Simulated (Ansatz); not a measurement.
`C[SiH2][SnH2][F]` + H₂ → `[F][SnH3]` + `C[SiH3]`  (hydrogenolysis of the Sn–Si bond)

Program: Ansatz. Geometries: PBE0-D4/def2-TZVP. ΔE: electronic, gas phase. CCSD(T)/CBS is the MP2 limit (def2-TZVPP, def2-QZVPP) plus CCSD(T) − MP2 in def2-TZVPP, frozen cores. This one scheme is used for every species. Functionals use def2-TZVPP. def2 core potentials past Kr. For Sn outer-core shells are correlated without core-valence functions, which leaves a few kJ/mol of doubt a bond. One conformer a species, not always the lowest.

CCSD(T)/CBS gives +13.4 kJ/mol.

(1) Another level gave +10.5 kJ/mol. Which?
A. PBE-D4/def2-TZVPP
B. PBE/def2-TZVPP
C. B2PLYP/def2-TZVPP
D. MP2/def2-TZVPP

Largest T1 diagnostic among the species: 0.014.

Results:

(1) D. MP2/def2-TZVPP 10.5, PBE-D4 21.1, B2PLYP 2.9, PBE 14.5 kJ/mol.

In def2-TZVPP, CCSD(T) changes the Hartree–Fock value by +27.1 kJ/mol (the triples alone add +4.9 kJ/mol) and MP2 by +33.4 kJ/mol. From PBE to PBE0 (25 % exact exchange), in def2-TZVPP and without D4, ΔE moves by −6.0 kJ/mol. The D4 term adds +10.5 kJ/mol with B3LYP and +6.1 kJ/mol with PBE0; it sums over pairs of atoms, weighted by their polarisabilities, and B3LYP, whose exchange is more repulsive, gets the larger term.

B3LYP here is the variant with VWN-RPA as its local correlation; programs differ in this.
